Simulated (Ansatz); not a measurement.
`N#Cc1ccccc1-c1ccccc1C#N`, relaxed as a singlet with RKS PBE-D4/def2-SVP in Ansatz, starting from the GFN2-xTB geometry. Force threshold 0.03 eV/Å.

Start:

```xyz
24

N     1.628   -0.474    2.751
C     1.102   -0.966    1.858
C     0.450   -1.556    0.751
C     0.271   -2.936    0.684
C    -0.386   -3.489   -0.398
C    -0.872   -2.673   -1.408
C    -0.692   -1.301   -1.347
C    -0.027   -0.728   -0.274
C     0.173    0.736   -0.185
C     1.326    1.337   -0.668
C     1.494    2.708   -0.569
C     0.509    3.495    0.008
C    -0.644    2.914    0.499
C    -0.813    1.534    0.409
C    -1.976    0.917    0.925
N    -2.914    0.406    1.342
H     0.648   -3.559    1.482
H    -0.526   -4.558   -0.451
H    -1.395   -3.107   -2.248
H    -1.071   -0.664   -2.132
H     2.092    0.723   -1.119
H     2.398    3.165   -0.943
H     0.644    4.564    0.079
H    -1.418    3.513    0.955
```

| step | energy (eV) | largest force component (eV/Å) | SCF passes |
| --- | --- | --- | --- |
| 1 | -17593.2187 | 2.597 | 23 |
| 2 | -17593.4829 | 0.283 | 23 |
| 3 | -17593.4976 | 0.038 | 24 |
| 4 | -17593.4981 | 0.024 | 23 |
| 5 | -17593.4996 | 0.061 | 22 |
| 6 | -17593.5016 | 0.230 | 21 |
| 7 | -17593.5073 | 0.200 | 23 |
| 8 | -17593.5263 | 0.130 | 21 |
| 9 | -17593.5388 | 0.189 | 28 |
| 10 | -17593.5444 | 0.276 | 21 |
| 11 | -17593.5535 | 0.226 | 22 |
| 12 | -17593.5582 | 0.031 | 22 |
| 13 | -17593.5589 | 0.023 | 22 |

Force components are those of the run's own axes.

End:

```xyz
24

N     2.4908   -0.7297    2.3425
C     1.6976   -1.1165    1.5678
C     0.7376   -1.6187    0.6271
C     0.5636   -3.0178    0.5219
C    -0.3839   -3.5464   -0.3600
C    -1.1627   -2.6825   -1.1454
C    -0.9949   -1.2954   -1.0465
C    -0.0480   -0.7339   -0.1677
C     0.1277    0.7385   -0.0866
C     1.4016    1.3182   -0.2464
C     1.5817    2.7060   -0.1870
C     0.4850    3.5521    0.0387
C    -0.7911    3.0050    0.2041
C    -0.9803    1.6052    0.1430
C    -2.3006    1.0827    0.3500
N    -3.3901    0.6789    0.5197
H     1.1740   -3.6783    1.1538
H    -0.5140   -4.6361   -0.4348
H    -1.9084   -3.0904   -1.8439
H    -1.6026   -0.6273   -1.6733
H     2.2648    0.6644   -0.4358
H     2.5886    3.1284   -0.3210
H     0.6233    4.6422    0.0866
H    -1.6598    3.6513    0.3934
```

By distances, no bond broke or formed. The bond that changes most is C15–N16, from 1.15 to 1.17 Å (atoms count from 1).

The force fell under the threshold at step 4, but the optimiser went on and released 0.061 eV more. No frequencies were taken in this run, so the end may be a saddle point.

It took 28 s on 4 threads of Intel Xeon 6975P-C on a shared host.
